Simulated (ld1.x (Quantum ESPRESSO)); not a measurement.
# An all-electron radial function and its pseudo partner (hydrogen (H))

Columns: radius, all-electron u(r) and pseudo u(r) of the 1s shell (level -9.49 eV) of hydrogen in the configuration 1s0.75; PBE, scalar-relativistic, TM scheme, ld1.x (Quantum ESPRESSO) 7.5.

| r (bohr) | all-electron | pseudo |
| --- | --- | --- |
| 0.053 | 0.1026 | 0.0863 |
| 0.105 | 0.1928 | 0.1693 |
| 0.158 | 0.2747 | 0.2508 |
| 0.210 | 0.3460 | 0.3261 |
| 0.262 | 0.4092 | 0.3956 |
| 0.315 | 0.4658 | 0.4593 |
| 0.368 | 0.5153 | 0.5152 |
| 0.420 | 0.5574 | 0.5620 |
| 0.473 | 0.5943 | 0.6019 |
| 0.525 | 0.6253 | 0.6337 |
| 0.578 | 0.6519 | 0.6596 |
| 0.630 | 0.6735 | 0.6796 |
| 0.683 | 0.6915 | 0.6956 |
| 0.735 | 0.7055 | 0.7078 |
| 0.788 | 0.7164 | 0.7174 |
| 0.840 | 0.7241 | 0.7244 |
| 0.893 | 0.7291 | 0.7292 |
| 0.945 | 0.7317 | 0.7317 |
| 0.998 | 0.7321 | 0.7321 |
| 1.050 | 0.7305 | 0.7305 |
| 1.102 | 0.7272 | 0.7272 |
| 1.155 | 0.7223 | 0.7223 |
| 1.208 | 0.7159 | 0.7159 |
| 1.260 | 0.7084 | 0.7084 |
| 1.313 | 0.6997 | 0.6997 |
| 1.365 | 0.6902 | 0.6902 |

How many radial nodes do the two functions have?

The all-electron 1s function has n − l − 1 = 0; the pseudo-wave has 0.

At about which radius was the pseudo-wave matched?

1.00 bohr. The columns agree to 0.0005 from 0.84 bohr on; several derivatives are matched, so the curves merge somewhat inside the radius.

Is the pseudo-wave norm-conserving?

Yes: the TM scheme keeps the norm inside the radius equal to the all-electron one, which fixes the energy derivative of the logarithmic derivative at the level.
